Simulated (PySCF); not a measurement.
tert-butylarsine (C4H11As), SMILES CC(C)(C)[AsH2]. Coordinates come from a PBE0-D3(BJ)/def2-SVP optimisation.

Computed equilibrium geometry at PBE0-D3(BJ)/def2-SVP (PySCF confirms it by a frequency run) as bond lengths and angles, and its point group:
point group Cs.
Atoms: C1 C2 C3 C4 As5 H6 H7 H8 H9 H10 H11 H12 H13 H14 H15 H16. Bonds (Å): C1–C2 1.524, C1–H6 1.105, C1–H7 1.101, C1–H8 1.101, C2–C3 1.528, C2–C4 1.528, C2–As5 2.008, C3–H9 1.101, C3–H10 1.104, C3–H11 1.102, C4–H12 1.101, C4–H13 1.102, C4–H14 1.104, As5–H15 1.528, As5–H16 1.528. Bond angles (°): C2–C1–H6 110.1, C2–C1–H7 111.7, C2–C1–H8 111.7, H6–C1–H7 107.7, H6–C1–H8 107.7, H7–C1–H8 107.9, C1–C2–C3 110.4, C1–C2–C4 110.4, C1–C2–As5 111.9, C3–C2–C4 110.2, C3–C2–As5 106.9, C4–C2–As5 106.9, C2–C3–H9 111.8, C2–C3–H10 110.1, C2–C3–H11 111.7, H9–C3–H10 107.6, H9–C3–H11 108.0, H10–C3–H11 107.5, C2–C4–H12 111.8, C2–C4–H13 111.7, C2–C4–H14 110.1, H12–C4–H13 108.0, H12–C4–H14 107.6, H13–C4–H14 107.5, C2–As5–H15 95.4, C2–As5–H16 95.4, H15–As5–H16 92.1.
Charge 0, spin multiplicity 1.
